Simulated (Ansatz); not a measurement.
SnCl3(pyrrolidide) (C₄H₈Cl₃NSn). Charge 0, multiplicity 1. Geometry PBE-D4/def2-SVP, basis def2-TZVP, Ansatz.

```xyz
17

Sn    0.791    1.979   -0.635
Cl   -1.416    2.551   -1.332
Cl    1.440    3.543    1.002
Cl    2.182    2.107   -2.530
N     1.033    0.096    0.179
C     0.660   -1.006   -0.727
C    -0.856   -1.250   -0.529
C    -1.154   -0.678    0.887
C     0.216   -0.152    1.381
H     1.244   -1.899   -0.403
H     0.964   -0.793   -1.772
H    -1.115   -2.323   -0.622
H    -1.437   -0.703   -1.299
H    -1.885    0.152    0.824
H    -1.575   -1.436    1.576
H     0.162    0.747    2.029
H     0.745   -0.937    1.971
```

```json
{"run": "A", "HOMO (eV)": "-9.69", "LUMO (eV)": "-0.86"}
{"run": "B", "HOMO (eV)": "-8.70", "LUMO (eV)": "-1.94"}
{"run": "C", "HOMO (eV)": "-6.12", "LUMO (eV)": "-3.75"}
{"run": "D", "HOMO (eV)": "-6.38", "LUMO (eV)": "-3.62"}
{"run": "E", "HOMO (eV)": "-7.38", "LUMO (eV)": "-2.92"}
```

In the def2 sets Sn takes a core potential; there is no spin–orbit coupling.

The runs used CAM-B3LYP, PBE, PBE0, r2SCAN, ωB97X-V. Estimate which is which.

A ωB97X-V (range-separated); B CAM-B3LYP (range-separated); C PBE (0 % exact exchange); D r2SCAN (0 % exact exchange); E PBE0 (25 % exact exchange). Exact exchange lowers occupied and raises empty levels; among semilocal functionals meta-GGAs tend to open the gap a little, and such runs are hard to tell apart. The gap grows from 2.37 eV (PBE) to 8.83 eV (ωB97X-V).
